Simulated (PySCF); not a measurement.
# Vertical excitation energies

C4H2F2P2.
Z-matrix (Å and degrees, GFN2-xTB geometry), rows numbered from 1:
```
F 
C   1  1.3496
C   2  1.3778  1  116.48
P   3  1.7326  2  127.38  1   179.99
C   4  1.7289  3  102.63  2    -0.04
P   5  1.7266  4  133.14  3     0.06
C   2  1.3862  1  116.57  3  -179.99
F   7  1.3522  2  116.67  1    -0.03
H   3  1.0827  2  115.82  1     0.02
H   5  1.0860  4  113.74  3  -179.95
```

Computed, not measured: TDDFT wB97X-D/def2-SVPD, vertical, gas phase, core orbitals frozen in the response (PySCF 2.14.0, density-fitted response routines).

```tsv
state	E (eV)	E (hartree)	f	|μ| (D)	symmetry	main configurations (H = HOMO, L = LUMO)
S1	4.21	0.1548	0.016	1.01	A′	H→L (34%), H→L+1 (31%), H-2→L (26%)
S2	4.42	0.1623	0.017	1.00	A″	H-1→L (98%)
S3	4.73	0.1739	0.061	1.84	A′	H→L (54%), H→L+1 (22%), H-2→L (18%)
S4	4.75	0.1746	0.0023	0.36	A″	H-1→L+1 (99%)
S5	5.59	0.2056	0.409	4.39	A′	H-2→L (47%), H→L+1 (41%)
S6	5.64	0.2073	0.183	2.93	A′	H-2→L+1 (81%)
S7	5.82	0.2140	0.0017	0.28	–	H-3→L (95%)
S8	6.20	0.2278	0.0072	0.55	A″	H-3→L+1 (96%)
```

Triplets (Tamm–Dancoff): T1 2.89 eV, H→L (80%); T2 3.63 eV, H→L+1 (79%), H→L (10%), H-2→L+1 (9%); T3 3.73 eV, H-2→L (69%), H-2→L+1 (19%), H→L (8%).

The lowest singlet comes at 294 nm (406 kJ/mol) in the ultraviolet; it is weak; its leading configuration is HOMO→LUMO (34%). The most intense listed level is S5 at 5.59 eV (222 nm, f = 0.409), 1.38 eV above S1. Löwdin shares by element: HOMO carbon 36% or more, phosphorus 36% (atoms not listed hold the other 28%); LUMO phosphorus 41%, carbon 36% or more (atoms not listed hold the other 23%). Weighted by f, the mean energy of these states is 5.47 eV. Orbital energies (eV): HOMO-3 -11.30, HOMO-2 -9.92, HOMO-1 -9.85, HOMO -9.29, LUMO -0.90, LUMO+1 -0.45, LUMO+2 1.75. The oscillator strengths of these states sum to 0.698; summed over the whole spectrum of an exact calculation they would give the number of electrons, 74 (Thomas–Reiche–Kuhn). Symmetry labels in Cs follow from the direction of the transition dipole and are given only for states with f of 0.002 or more. The window holds the lowest 8 singlets.
